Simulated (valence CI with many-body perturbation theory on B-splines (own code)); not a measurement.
## E1 transitions of S⁸⁺

Level of theory: configuration interaction combined with many-body perturbation theory (CI+MBPT): six valence electrons over a frozen Dirac-Fock core [He], a basis of 9 s, 9 p, 8 d, 6 f, 3 g, 1 h functions for each j, with the one-electron correlation potential Σ1, the two-electron term Σ2, the three-electron term Σ3, Breit, model QED; selected CI, second order for the rest, scaled by the run's own slope (own B-spline code, finite nucleus).

No measured spectrum was set against this ion. As an estimate, levels of excited configurations hold to 0.05 to 0.15 % of their energy, terms of the ground configuration to about 0.5 %. Among the levels kept, up to 1200 cm⁻¹ of a level comes from second order outside the variational space, and about a tenth of that is noise between levels of different J, which matters for small intervals.

Lines 151 to 195 of 195 in falling wavelength, among levels below 2021300 cm⁻¹, chosen from the strongest by gf and those to the six lowest levels. Wavelengths and rates use the calculated energies, so an error of 900 cm⁻¹ moves a line at 58.94 Å by 0.053 % and its rate by three times that or more. Electric multipoles are in the length gauge, E1 and E2 with the static RPA response of the core. Weak lines are less certain than strong ones. Lines between different terms over intervals too small for the method are left out, as are lines whose strength nearly cancels. The highest levels of a list are the least certain.

```tsv
λ vac (Å)	Upper	Lower	A (s⁻¹)	log gf	Branch %
58.94	2s2.2p3.3s 5S°_2	2s2.2p4 1D_2	9.31e+04	-6.62	0.0
58.09	2s2.2p3.3s 3D°_1	2s2.2p4 1S_0	4.05e+08	-3.21	0.4
58.01	2s2.2p3.3s 3S°_1	2s2.2p4 1D_2	3.36e+08	-3.29	0.1
57.24	2s2.2p3.3s 5S°_2	2s2.2p4 3P_1	5.20e+07	-3.89	17.9
56.98	2s2.2p3.3s 5S°_2	2s2.2p4 3P_2	2.38e+08	-3.24	82.1
56.60	2s2.2p3.3s 3P°_1	2s2.2p4 1S_0	8.27e+06	-4.92	0.0
56.44	2s2.2p3.3s 3S°_1	2s2.2p4 3P_0	3.13e+10	-1.35	10.6
56.35	2s2.2p3.3s 3S°_1	2s2.2p4 3P_1	9.31e+10	-0.88	31.6
56.14	2s2.2p3.3s 1P°_1	2s2.2p4 1S_0	1.11e+11	-0.80	48.4
56.10	2s2.2p3.3s 3S°_1	2s2.2p4 3P_2	1.70e+11	-0.62	57.6
55.99	2s2.2p3.3s 3D°_1	2s2.2p4 1D_2	1.19e+09	-2.77	1.3
55.99	2s2.2p3.3s 3D°_2	2s2.2p4 1D_2	1.13e+07	-4.58	0.0
55.97	2s2.2p3.3s 3D°_3	2s2.2p4 1D_2	6.75e+08	-2.65	0.7
55.56	2s2.2p3.3s 1D°_2	2s2.2p4 1D_2	2.30e+11	-0.27	97.1
54.61	2s2.2p3.3s 3P°_1	2s2.2p4 1D_2	1.35e+09	-2.74	1.5
54.56	2s2.2p3.3s 3P°_2	2s2.2p4 1D_2	1.03e+10	-1.64	10.6
54.53	2s2.2p3.3s 3D°_1	2s2.2p4 3P_0	4.19e+10	-1.25	44.2
54.45	2s2.2p3.3s 3D°_1	2s2.2p4 3P_1	4.70e+10	-1.20	49.5
54.45	2s2.2p3.3s 3D°_2	2s2.2p4 3P_1	5.70e+10	-0.90	61.1
54.22	2s2.2p3.3s 3D°_1	2s2.2p4 3P_2	4.31e+09	-2.24	4.5
54.21	2s2.2p3.3s 3D°_2	2s2.2p4 3P_2	3.63e+10	-1.10	38.9
54.19	2s2.2p3.3s 3D°_3	2s2.2p4 3P_2	9.29e+10	-0.54	99.3
54.18	2s2.2p3.3s 1P°_1	2s2.2p4 1D_2	1.18e+11	-0.81	51.4
54.04	2s2.2p3.3s 1D°_2	2s2.2p4 3P_1	1.57e+09	-2.46	0.7
53.81	2s2.2p3.3s 1D°_2	2s2.2p4 3P_2	5.30e+09	-1.94	2.2
53.22	2s2.2p3.3s 3P°_1	2s2.2p4 3P_0	4.20e+10	-1.27	45.2
53.16	2s2.2p3.3s 3P°_0	2s2.2p4 3P_1	9.20e+10	-1.41	100.0
53.14	2s2.2p3.3s 3P°_1	2s2.2p4 3P_1	2.02e+10	-1.59	21.7
53.10	2s2.2p3.3s 3P°_2	2s2.2p4 3P_1	3.47e+10	-1.13	36.0
53.04	2s2.2p3.3d 5D°_1	2s2.2p4 1S_0	1.18e+05	-6.83	0.0
52.92	2s2.2p3.3s 3P°_1	2s2.2p4 3P_2	2.95e+10	-1.43	31.7
52.88	2s2.2p3.3s 3P°_2	2s2.2p4 3P_2	5.15e+10	-0.97	53.4
52.81	2s2.2p3.3s 1P°_1	2s2.2p4 3P_0	2.63e+08	-3.48	0.1
52.74	2s2.2p3.3s 1P°_1	2s2.2p4 3P_1	5.68e+02	-9.15	0.0
52.52	2s2.2p3.3s 1P°_1	2s2.2p4 3P_2	1.30e+08	-3.79	0.1
51.28	2s2.2p3.3d 5D°_2	2s2.2p4 1D_2	4.35e+05	-6.07	0.0
51.28	2s2.2p3.3d 5D°_1	2s2.2p4 1D_2	9.47e+05	-5.95	0.0
51.28	2s2.2p3.3d 5D°_3	2s2.2p4 1D_2	2.07e+06	-5.24	0.1
50.05	2s2.2p3.3d 5D°_1	2s2.2p4 3P_0	1.64e+08	-3.73	5.0
49.99	2s2.2p3.3d 5D°_2	2s2.2p4 3P_1	2.11e+07	-4.40	0.7
49.99	2s2.2p3.3d 5D°_1	2s2.2p4 3P_1	3.10e+08	-3.46	9.4
49.99	2s2.2p3.3d 5D°_0	2s2.2p4 3P_1	1.10e+09	-3.39	32.2
49.79	2s2.2p3.3d 5D°_2	2s2.2p4 3P_2	6.08e+08	-2.95	20.8
49.79	2s2.2p3.3d 5D°_1	2s2.2p4 3P_2	5.21e+08	-3.24	15.8
49.79	2s2.2p3.3d 5D°_3	2s2.2p4 3P_2	7.99e+07	-3.68	3.4
```

Question: How does gf follow from A for the line at 56.10 Å?

Answer: gf = 1.4992 × (2J+1)_upper × A / σ², with σ = 1782473 cm⁻¹ and 2J+1 = 3: gf = 0.241.
